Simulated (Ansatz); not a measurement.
Consider the ligand exchange at the Sn–Cl bond: `C[S][SnH]([F])[Cl]` + H–F → `C[S][SnH]([F])[F]` + HCl.

Program: Ansatz. Geometries: PBE0-D4/def2-TZVP. ΔE: electronic, gas phase. CBS: MP2 limit from def2 TZ/QZ plus the TZ coupled-cluster correction, frozen cores. This one scheme is used for every species. Functionals use def2-TZVPP. B3LYP here is the variant with VWN-RPA as its local correlation; programs differ in this. HSE06 is defined as in plane-wave codes. Elements past krypton have def2 core potentials. For Sn outer-core shells are correlated without core-valence functions, which leaves a few kJ/mol of doubt a bond. One conformer a species, not always the lowest.

| level | ΔE (kJ/mol) | difference from CCSD(T)/CBS |
| --- | --- | --- |
| LDA (SPW92) | 33.8 | -3.2 |
| PBE-D4 | 32.3 | -4.7 |
| revPBE-D4 | 32.5 | -4.5 |
| BLYP-D4 | 26.4 | -10.6 |
| r2SCAN-D4 | 29.7 | -7.3 |
| B97M-V | 26.0 | -11.0 |
| PBE0-D4 | 38.8 | 1.8 |
| B3LYP-D4 | 31.7 | -5.3 |
| r2SCANh-D4 | 32.7 | -4.3 |
| r2SCAN0-D4 | 36.6 | -0.4 |
| HSE06-D4 | 39.3 | 2.3 |
| BHLYP-D4 | 36.7 | -0.3 |
| CAM-B3LYP-D4 | 26.6 | -10.4 |
| ωB97M-V | 32.0 | -5.0 |
| B2PLYP | 29.2 | -7.8 |
| PBE-QIDH | 39.5 | 2.5 |
| PBE | 28.4 | -8.6 |
| revPBE | 26.7 | -10.3 |
| BLYP | 19.1 | -17.9 |
| PBE0 | 35.3 | -1.7 |
| B3LYP | 25.4 | -11.6 |
| r2SCANh | 31.5 | -5.5 |
| r2SCAN0 | 35.3 | -1.7 |
| HSE06 | 35.9 | -1.1 |
| BHLYP | 30.1 | -6.9 |
| CAM-B3LYP | 22.8 | -14.2 |
| LC-ωPBE | 25.3 | -11.7 |
| RPA@PBE/def2-TZVPP | 28.5 | -8.5 |
| HF/def2-SVP | 36.8 | -0.2 |
| MP2/def2-SVP | 28.9 | -8.1 |
| CCSD(T)/def2-SVP | 27.6 | -9.4 |
| MP2/def2-TZVPP | 40.4 | 3.4 |
| SCS-MP2/def2-TZVPP | 33.8 | -3.2 |
| CCSD/def2-TZVPP | 33.4 | -3.6 |
| CCSD(T)/def2-TZVPP | 33.9 | -3.1 |
| HF/def2-QZVPP | 29.9 | -7.1 |
| MP2/def2-QZVPP | 41.4 | 4.4 |
| HF/CBS(def2) | 29.6 | -7.4 |
| MP2/CBS(def2) | 43.5 | 6.5 |
| CCSD/CBS(def2) | 36.5 | -0.5 |
| CCSD(T)/CBS | 37.0 | 0 |

Largest T1 diagnostic among the species: 0.014.

At CCSD(T), def2-SVP lies −9.4 kJ/mol from the extrapolated value and def2-TZVPP −3.1 kJ/mol. The D4 term adds +6.2 kJ/mol with B3LYP and +3.5 kJ/mol with PBE0; it sums over pairs of atoms, weighted by their polarisabilities, and B3LYP, whose exchange is more repulsive, gets the larger term. From r2SCAN to r2SCAN0 (25 % exact exchange), in def2-TZVPP and without D4, ΔE moves by +6.6 kJ/mol.
